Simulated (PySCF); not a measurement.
chloroform (CHCl3), singlet, geometry from GFN2-xTB, with bond 5-1 at 1.3 times its length. Base run: B3LYP/3-21G (PySCF).

Here is a job for PySCF.
```python
from pyscf import gto, scf, dft

mol = gto.M(
    atom='''
C    -0.00102295    0.00710830    0.48100116
H    -0.00334391    0.02323614    1.57233262
Cl    0.00925814    1.67396575   -0.11215631
Cl    1.44662035   -0.84673105   -0.07184825
Cl   -1.89161010   -1.08257594   -0.24602627
''',
    basis='3-21g',
    verbose=4,
)

mf = dft.RKS(mol)
mf.xc = 'b3lyp'
mf.kernel()
```

The base run was repeated with changes; each row names its change, and settings that it needs were set with it.

```csv
change,ΔE vs base (mEh),SCF cycles,outcome
base,0.000,10,converged
level_shift = 1.0 (with mf.max_cycle = 100),0.000,47,converged
init_guess = sap,0.000,12,converged
diis = off (with mf.max_cycle = 100),-,100,not converged
level_shift = 0.5 (with mf.max_cycle = 100),0.000,23,converged
conv_tol = 1e-12,0.000,12,converged
level_shift = 0.3 (with mf.max_cycle = 100),0.000,19,converged
DIIS = EDIIS,-,50,not converged
init_guess = mod_huckel,0.000,14,converged
init_guess = huckel,0.000,16,converged
level_shift = 0.1 (with mf.max_cycle = 100),0.000,11,converged
diis_space = 2,-,50,not converged
init_guess = atom,0.000,9,converged
```
